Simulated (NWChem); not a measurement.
System: C$_{3}$H$_{6}$OSi; SMILES [SiH3]C1=COC1

```xyz
11

Si    -0.0083    -1.8427     0.0000
C     -0.0051    -0.0001     0.0000
C     -0.9383     0.9767     0.0000
O     -0.1380     2.0946     0.0000
C      0.9990     1.1487     0.0000
H      0.6792    -2.4018    -1.1978
H      0.6792    -2.4018     1.1978
H     -1.4215    -2.3079     0.0000
H     -2.0200     1.0751     0.0000
H      1.6018     1.2902    -0.9014
H      1.6018     1.2902     0.9014
```
Atoms are numbered in this order, from 1.

All runs: NWChem. Pople sets run with spherical d functions. STO-3G and 3-21G are far too small for this property and stand as cheap habits. Coordinates come from a B3LYP/6-31G* (spherical d) optimisation. GIAO values for the isolated, static molecule; σ is the absolute isotropic shielding, δ = σ(reference) − σ with the isolated reference molecule computed at the same levels (13C: tetramethylsilane, 1H: tetramethylsilane, 17O: water, 29Si: tetramethylsilane).

For level B3LYP/6-311G**:

```
Item                     Result
-----------------------  ------
δ Si1 (ppm)               -93.6
δ C3 (ppm)                177.5
δ O4 (ppm)                221.3
δ H6 (rotor mean) (ppm)    4.34
δ H9 (ppm)                 7.30
δ H10 (ppm)                5.34
```

**Question.** Estimate the same quantities for level Hartree-Fock/STO-3G.

**Answer.** The δ Si1 (ppm) is -74.5, the δ C3 (ppm) is 157.1 and the δ O4 (ppm) is 90.0. The δ H6 (rotor mean) (ppm) is 1.65 and the δ H9 (ppm) is 6.68. The δ H10 (ppm) is 3.14.
